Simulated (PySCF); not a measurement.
**TDDFT excited states: C2H6Cl2InN**

InCl2(NMe2), C₂H₆Cl₂InN.
Geometry (PBE0-D3(BJ)/def2-SVP, Å), atoms numbered from 1 in this order:
```
atom  x, y, z in Å
In1    1.0105    1.6161   -0.2079
Cl2    2.2326    1.9828   -2.1549
Cl3    1.0139    3.2539    1.4453
N4    -0.0558   -0.0600    0.0034
C5    -0.8108   -0.3437    1.1946
C6    -0.0496   -1.0972   -0.9934
H7    -1.8796   -0.5262    0.9653
H8    -0.7658    0.4998    1.9006
H9    -0.4315   -1.2413    1.7230
H10    0.5588   -0.8055   -1.8632
H11    0.3650   -2.0469   -0.6000
H12   -1.0720   -1.3147   -1.3619
```

Computed, not measured: TDDFT wB97X-D/def2-SVPD, vertical, gas phase, core orbitals frozen in the response, def2 core potentials past Kr (PySCF). Spin–orbit coupling is left out.

Task: Predict the UV-vis stick spectrum at this level.

Result: 

| state | E (eV) | E (kJ/mol) | λ (nm) | f | main configurations (H = HOMO, L = LUMO) |
| --- | --- | --- | --- | --- | --- |
| S1 | 3.58 | 346 | 346.2 | 0.0068 | H→L (96%) |
| S2 | 4.94 | 477 | 251.0 | 0.069 | H→L+1 (91%) |
| S3 | 5.75 | 554 | 215.7 | 0.030 | H-2→L (92%) |
| S4 | 5.78 | 558 | 214.5 | 0.0004 | H-3→L (95%) |
| S5 | 5.90 | 569 | 210.2 | 0.131 | H-1→L (74%), H-5→L (17%) |
| S6 | 6.18 | 596 | 200.7 | 0.038 | H-4→L (92%) |
| S7 | 6.34 | 611 | 195.7 | 0.014 | H→L+2 (66%), H→L+4 (27%) |
| S8 | 6.82 | 658 | 181.7 | 0.0003 | H→L+3 (78%), H→L+6 (12%) |
| S9 | 6.84 | 660 | 181.3 | 0.012 | H-1→L+1 (90%) |
| S10 | 6.94 | 670 | 178.6 | 0.0009 | H-2→L+1 (96%) |

Triplets, Tamm–Dancoff:

| state | E (eV) | λ (nm) | main configurations (H = HOMO, L = LUMO) |
| --- | --- | --- | --- |
| T1 | 3.21 | 386.0 | H→L (94%) |
| T2 | 4.23 | 293.3 | H→L+1 (96%) |
| T3 | 5.31 | 233.4 | H-1→L (92%) |
| T4 | 5.34 | 232.1 | H-2→L (92%) |

The lowest singlet comes at 346 nm (346 kJ/mol) in the ultraviolet; it is weak; its leading configuration is HOMO→LUMO (96%). The strongest level in the table is S5 at 5.90 eV (210 nm, f = 0.131). Löwdin shares by element: HOMO nitrogen 56%, carbon 20%, indium 6% (atoms not listed hold the other 18%); LUMO indium 44%, chlorine 40%, nitrogen 11%. Orbital energies (eV): HOMO-3 -11.08, HOMO-2 -10.96, HOMO-1 -10.94, HOMO -8.59, LUMO -0.63, LUMO+1 0.45, LUMO+2 1.58. Weighted by f, the mean energy of these states is 5.71 eV. No computed singlet lies in the visible range (380 to 750 nm); the lowest, at 346 nm, stands 0.32 eV above its violet end (3.26 eV); a Tamm–Dancoff triplet lies at 386 nm, without intensity as long as spin–orbit coupling is left out. All these states lie below the vertical ionisation energy of 8.52 eV (ΔSCF). The window holds the lowest 10 singlets.
